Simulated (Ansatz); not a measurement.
Ansatz (an electronic-structure program) input file for C₅H₉N, SMILES C=CN=C(C)C, B3LYP-D3(BJ)/def2-SVP. 

Ansatz 0.2 input:
```yaml
crystal:
  periodic: [false, false, false]
  atoms:
    - {symbol: C, position_ang: [2.13674467, -0.58034869, 0.75562736]}
    - {symbol: C, position_ang: [1.55259871, -0.34223921, -0.41478170]}
    - {symbol: N, position_ang: [0.43837956, 0.43011466, -0.61560671]}
    - {symbol: C, position_ang: [-0.72259533, 0.25073885, -0.16044072]}
    - {symbol: C, position_ang: [-1.18047963, -0.93945095, 0.63650771]}
    - {symbol: C, position_ang: [-1.76707912, 1.28263119, -0.45163470]}
    - {symbol: H, position_ang: [1.70287590, -0.23982230, 1.68059917]}
    - {symbol: H, position_ang: [3.08894024, -1.07553063, 0.81520752]}
    - {symbol: H, position_ang: [2.02340290, -0.64143931, -1.34456989]}
    - {symbol: H, position_ang: [-1.34952208, -0.64095891, 1.67049174]}
    - {symbol: H, position_ang: [-2.11950363, -1.32009654, 0.23962319]}
    - {symbol: H, position_ang: [-0.42972275, -1.72627854, 0.62072101]}
    - {symbol: H, position_ang: [-2.21323478, 1.63325326, 0.47758346]}
    - {symbol: H, position_ang: [-2.55976404, 0.84999792, -1.06051634]}
    - {symbol: H, position_ang: [-1.32726456, 2.12208544, -0.98156064]}
basis:
  gaussian:
    orbitals: def2-SVP
hamiltonian:
  xc: b3lyp
  dispersion: d3bj
relax: {f_tol: 0.002, max_steps: 200}
```

Log of the run:

```
WARN ansatz: RAYON_NUM_THREADS=1 ignored (pool sized by the plan → 1); use --threads N
Functional definition: B3LYP
integrals: 0.11 GiB planned
1488 factors; integrals over basis functions are off by at most 3.2e-4 eV
mean field: 0.58 GiB planned
mean field evaluation 1: about -6805.3490 eV, gradient 6.5e1 eV
mean field evaluation 2: about -6803.0423 eV, gradient 7.1e1 eV
mean field evaluation 4: about -6815.9013 eV, gradient 4.5e0 eV
mean field evaluation 8: about -6815.9877 eV, gradient 1.0e-1 eV
mean field evaluation 16: about -6815.9877 eV, gradient 3.4e-5 eV
mean field -6815.98774584 eV, -250.4829296171 hartree, gradient 3.4e-5 eV, S^2 0.000000; 0 other end points of the search recorded, 0 dependent functions left out
the calculation of the forces begins
reference -6815.98799885 eV, -250.4829389151 hartree; 23, 23 occupied and 106, 106 virtual orbitals, 1488 factors
relax step   1: F+E_penalty+E_count = -6816.53106763 eV  Δ(F+E_penalty+E_count) = +0.000e0 eV  max|allowed force component| = 7.248e-1 eV/Å  Δτ_max = 0.0000 Å  (27 SCF iters, accepted)
these checks for a lower state are left out or cut short: starts, cluster_reference, orbital_swaps, neighbouring_geometries, increment
integrals: 0.11 GiB planned
1488 factors; integrals over basis functions are off by at most 3.3e-4 eV
mean field: 0.58 GiB planned
mean field -6816.05151186 eV, -250.4852729751 hartree, gradient 2.3e-5 eV, S^2 0.000000; 0 other end points of the search recorded, 0 dependent functions left out
the calculation of the forces begins
reference -6816.05176611 eV, -250.4852823188 hartree; 23, 23 occupied and 106, 106 virtual orbitals, 1488 factors
relax step   2: F+E_penalty+E_count = -6816.59153859 eV  Δ(F+E_penalty+E_count) = -6.047e-2 eV  max|allowed force component| = 3.913e-1 eV/Å  Δτ_max = 0.0646 Å  (31 SCF iters, accepted)
these checks for a lower state are left out or cut short: starts, cluster_reference, orbital_swaps, neighbouring_geometries, increment
integrals: 0.11 GiB planned
1488 factors; integrals over basis functions are off by at most 3.5e-4 eV
mean field: 0.58 GiB planned
mean field -6816.05914737 eV, -250.4855535749 hartree, gradient 2.3e-5 eV, S^2 0.000000; 0 other end points of the search recorded, 0 dependent functions left out
the calculation of the forces begins
reference -6816.05940224 eV, -250.4855629414 hartree; 23, 23 occupied and 106, 106 virtual orbitals, 1488 factors
relax step   3: F+E_penalty+E_count = -6816.59803710 eV  Δ(F+E_penalty+E_count) = -6.499e-3 eV  max|allowed force component| = 1.683e-1 eV/Å  Δτ_max = 0.0263 Å  (31 SCF iters, accepted)
these checks for a lower state are left out or cut short: starts, cluster_reference, orbital_swaps, neighbouring_geometries, increment
integrals: 0.11 GiB planned
1488 factors; integrals over basis functions are off by at most 3.4e-4 eV
mean field: 0.58 GiB planned
mean field evaluation 32: about -6816.0146 eV, gradient 9.8e-1 eV
mean field -6816.06084875 eV, -250.4856160996 hartree, gradient 2.2e-5 eV, S^2 0.000000; 0 other end points of the search recorded, 0 dependent functions left out
the calculation of the forces begins
reference -6816.06110333 eV, -250.4856254552 hartree; 23, 23 occupied and 106, 106 virtual orbitals, 1488 factors
relax step   4: F+E_penalty+E_count = -6816.60036369 eV  Δ(F+E_penalty+E_count) = -2.327e-3 eV  max|allowed force component| = 1.007e-1 eV/Å  Δτ_max = 0.0266 Å  (32 SCF iters, accepted)
these checks for a lower state are left out or cut short: starts, cluster_reference, orbital_swaps, neighbouring_geometries, increment
integrals: 0.11 GiB planned
1488 factors; integrals over basis functions are off by at most 3.4e-4 eV
mean field: 0.58 GiB planned
mean field -6816.06099576 eV, -250.4856215022 hartree, gradient 9.3e-6 eV, S^2 0.000000; 0 other end points of the search recorded, 0 dependent functions left out
the calculation of the forces begins
reference -6816.06125017 eV, -250.4856308513 hartree; 23, 23 occupied and 106, 106 virtual orbitals, 1488 factors
relax step   5: F+E_penalty+E_count = -6816.60102087 eV  Δ(F+E_penalty+E_count) = -6.572e-4 eV  max|allowed force component| = 5.242e-2 eV/Å  Δτ_max = 0.0081 Å  (25 SCF iters, accepted)
these checks for a lower state are left out or cut short: starts, cluster_reference, orbital_swaps, neighbouring_geometries, increment
integrals: 0.11 GiB planned
1488 factors; integrals over basis functions are off by at most 3.4e-4 eV
mean field: 0.58 GiB planned
mean field -6816.06081732 eV, -250.4856149446 hartree, gradient 7.7e-6 eV, S^2 0.000000; 0 other end points of the search recorded, 0 dependent functions left out
the calculation of the forces begins
reference -6816.06107161 eV, -250.4856242896 hartree; 23, 23 occupied and 106, 106 virtual orbitals, 1488 factors
relax step   6: F+E_penalty+E_count = -6816.60120923 eV  Δ(F+E_penalty+E_count) = -1.884e-4 eV  max|allowed force component| = 9.311e-3 eV/Å  Δτ_max = 0.0058 Å  (25 SCF iters, accepted)
these checks for a lower state are left out or cut short: starts, cluster_reference, orbital_swaps, neighbouring_geometries, increment
integrals: 0.11 GiB planned
1488 factors; integrals over basis functions are off by at most 3.4e-4 eV
mean field: 0.58 GiB planned
mean field -6816.06084406 eV, -250.4856159274 hartree, gradient 1.8e-5 eV, S^2 0.000000; 0 other end points of the search recorded, 0 dependent functions left out
the calculation of the forces begins
reference -6816.06109834 eV, -250.4856252720 hartree; 23, 23 occupied and 106, 106 virtual orbitals, 1488 factors
relax step   7: F+E_penalty+E_count = -6816.60121105 eV  Δ(F+E_penalty+E_count) = -1.820e-6 eV  max|allowed force component| = 1.450e-2 eV/Å  Δτ_max = 0.0054 Å  (24 SCF iters, accepted)
these checks for a lower state are left out or cut short: starts, cluster_reference, orbital_swaps, neighbouring_geometries, increment
integrals: 0.11 GiB planned
1488 factors; integrals over basis functions are off by at most 3.4e-4 eV
mean field: 0.58 GiB planned
mean field -6816.06089534 eV, -250.4856178118 hartree, gradient 6.5e-5 eV, S^2 0.000000; 0 other end points of the search recorded, 0 dependent functions left out
the calculation of the forces begins
reference -6816.06114962 eV, -250.4856271565 hartree; 23, 23 occupied and 106, 106 virtual orbitals, 1488 factors
relax step   8: F+E_penalty+E_count = -6816.60124116 eV  Δ(F+E_penalty+E_count) = -3.011e-5 eV  max|allowed force component| = 4.099e-3 eV/Å  Δτ_max = 0.0033 Å  (21 SCF iters, accepted)
these checks for a lower state are left out or cut short: starts, cluster_reference, orbital_swaps, neighbouring_geometries, increment
integrals: 0.11 GiB planned
1488 factors; integrals over basis functions are off by at most 3.4e-4 eV
mean field: 0.58 GiB planned
mean field evaluation 64: about -6816.0609 eV, gradient 4.2e-5 eV
mean field -6816.06094346 eV, -250.4856195800 hartree, gradient 4.2e-5 eV, S^2 0.000000; 0 other end points of the search recorded, 0 dependent functions left out
the calculation of the forces begins
reference -6816.06119772 eV, -250.4856289240 hartree; 23, 23 occupied and 106, 106 virtual orbitals, 1488 factors
relax step   9: F+E_penalty+E_count = -6816.60125357 eV  Δ(F+E_penalty+E_count) = -1.241e-5 eV  max|allowed force component| = 3.068e-3 eV/Å  Δτ_max = 0.0026 Å  (21 SCF iters, accepted)
these checks for a lower state are left out or cut short: starts, cluster_reference, orbital_swaps, neighbouring_geometries, increment
integrals: 0.11 GiB planned
1488 factors; integrals over basis functions are off by at most 3.4e-4 eV
mean field: 0.58 GiB planned
mean field -6816.06103425 eV, -250.4856229167 hartree, gradient 1.7e-5 eV, S^2 0.000000; 0 other end points of the search recorded, 0 dependent functions left out
the calculation of the forces begins
reference -6816.06128847 eV, -250.4856322591 hartree; 23, 23 occupied and 106, 106 virtual orbitals, 1488 factors
relax step  10: F+E_penalty+E_count = -6816.60126654 eV  Δ(F+E_penalty+E_count) = -1.297e-5 eV  max|allowed force component| = 3.060e-3 eV/Å  Δτ_max = 0.0063 Å  (23 SCF iters, accepted)
these checks for a lower state are left out or cut short: starts, cluster_reference, orbital_swaps, neighbouring_geometries, increment
integrals: 0.11 GiB planned
1488 factors; integrals over basis functions are off by at most 3.4e-4 eV
mean field: 0.58 GiB planned
mean field -6816.06106916 eV, -250.4856241996 hartree, gradient 6.9e-6 eV, S^2 0.000000; 0 other end points of the search recorded, 0 dependent functions left out
the calculation of the forces begins
reference -6816.06132335 eV, -250.4856335409 hartree; 23, 23 occupied and 106, 106 virtual orbitals, 1488 factors
relax step  11: F+E_penalty+E_count = -6816.60127008 eV  Δ(F+E_penalty+E_count) = -3.535e-6 eV  max|allowed force component| = 3.211e-3 eV/Å  Δτ_max = 0.0041 Å  (24 SCF iters, accepted)
these checks for a lower state are left out or cut short: starts, cluster_reference, orbital_swaps, neighbouring_geometries, increment
integrals: 0.11 GiB planned
1488 factors; integrals over basis functions are off by at most 3.4e-4 eV
mean field: 0.58 GiB planned
mean field -6816.06109651 eV, -250.4856252046 hartree, gradient 3.3e-5 eV, S^2 0.000000; 0 other end points of the search recorded, 0 dependent functions left out
the calculation of the forces begins
reference -6816.06135069 eV, -250.4856345456 hartree; 23, 23 occupied and 106, 106 virtual orbitals, 1488 factors
relax step  12: F+E_penalty+E_count = -6816.60127454 eV  Δ(F+E_penalty+E_count) = -4.465e-6 eV  max|allowed force component| = 1.897e-3 eV/Å  Δτ_max = 0.0022 Å  (20 SCF iters, accepted)
these checks for a lower state are left out or cut short: starts, cluster_reference, orbital_swaps, neighbouring_geometries, increment
integrals: 0.11 GiB planned
1488 factors; integrals over basis functions are off by at most 3.4e-4 eV
mean field: 0.58 GiB planned
mean field -6816.06110581 eV, -250.4856255463 hartree, gradient 3.4e-5 eV, S^2 0.000000; 0 other end points of the search recorded, 0 dependent functions left out
the calculation of the forces begins
reference -6816.06135999 eV, -250.4856348872 hartree; 23, 23 occupied and 106, 106 virtual orbitals, 1488 factors
relax step  13: F+E_penalty+E_count = -6816.60127674 eV  Δ(F+E_penalty+E_count) = -2.202e-6 eV  max|allowed force component| = 1.929e-3 eV/Å  Δτ_max = 0.0020 Å  (20 SCF iters, accepted)
these checks for a lower state are left out or cut short: starts, cluster_reference, orbital_swaps, neighbouring_geometries, increment
integrals: 0.11 GiB planned
1488 factors; integrals over basis functions are off by at most 3.4e-4 eV
mean field: 0.58 GiB planned
mean field -6816.06112576 eV, -250.4856262795 hartree, gradient 3.2e-5 eV, S^2 0.000000; 0 other end points of the search recorded, 0 dependent functions left out
the calculation of the forces begins
reference -6816.06137994 eV, -250.4856356205 hartree; 23, 23 occupied and 106, 106 virtual orbitals, 1488 factors
relax step  14: F+E_penalty+E_count = -6816.60127771 eV  Δ(F+E_penalty+E_count) = -9.725e-7 eV  max|allowed force component| = 1.601e-3 eV/Å  Δτ_max = 0.0022 Å  (20 SCF iters, accepted)
integrals: 0.11 GiB planned
1488 factors; integrals over basis functions are off by at most 3.4e-4 eV
mean field: 0.58 GiB planned
mean field evaluation 96: about -6816.0181 eV, gradient 4.4e-1 eV
mean field -6816.06112576 eV, -250.4856262795 hartree, gradient 3.2e-5 eV, S^2 0.000000; 1 other end points of the search recorded, 0 dependent functions left out
the calculation of the forces begins
reference -6816.06137994 eV, -250.4856356205 hartree; 23, 23 occupied and 106, 106 virtual orbitals, 1488 factors
Total energy: -6816.60153190 eV, -250.5054858387 hartree
Atom 0 at     2.140838    -0.590047     0.771074 Å, force    -0.001601     0.000801    -0.000803 eV/Å
Atom 1 at     1.558340    -0.333930    -0.411993 Å, force     0.001119     0.000029     0.000676 eV/Å
Atom 2 at     0.455339     0.479313    -0.634152 Å, force    -0.000181     0.000268     0.000463 eV/Å
Atom 3 at    -0.717948     0.270344    -0.175625 Å, force     0.000319    -0.001492    -0.000975 eV/Å
Atom 4 at    -1.152889    -0.939108     0.620304 Å, force     0.000260     0.000467     0.000764 eV/Å
Atom 5 at    -1.788762     1.294132    -0.450585 Å, force    -0.000012     0.000400     0.000844 eV/Å
Atom 6 at     1.728752    -0.202042     1.706493 Å, force     0.000146    -0.000407     0.000399 eV/Å
Atom 7 at     3.074529    -1.153768     0.819189 Å, force     0.001065    -0.000137     0.000546 eV/Å
Atom 8 at     2.030987    -0.690783    -1.337115 Å, force    -0.000787    -0.000250    -0.000814 eV/Å
Atom 9 at    -1.370179    -0.648393     1.662293 Å, force    -0.000068     0.000067    -0.000399 eV/Å
Atom 10 at    -2.090015    -1.344681     0.205382 Å, force     0.000132    -0.000009    -0.000116 eV/Å
Atom 11 at    -0.384881    -1.722719     0.637197 Å, force    -0.000142    -0.000082    -0.000003 eV/Å
Atom 12 at    -2.228783     1.657062     0.494060 Å, force    -0.000241     0.000042     0.000545 eV/Å
Atom 13 at    -2.613058     0.846051    -1.031797 Å, force    -0.000413    -0.000249    -0.000594 eV/Å
Atom 14 at    -1.368494     2.141224    -1.007473 Å, force     0.000405     0.000554    -0.000531 eV/Å
Dipole moment:    -0.323618    -0.173507     0.133888 e Å
```

The calculation finished and met its thresholds.

Cost: around 70 core-seconds (rough).
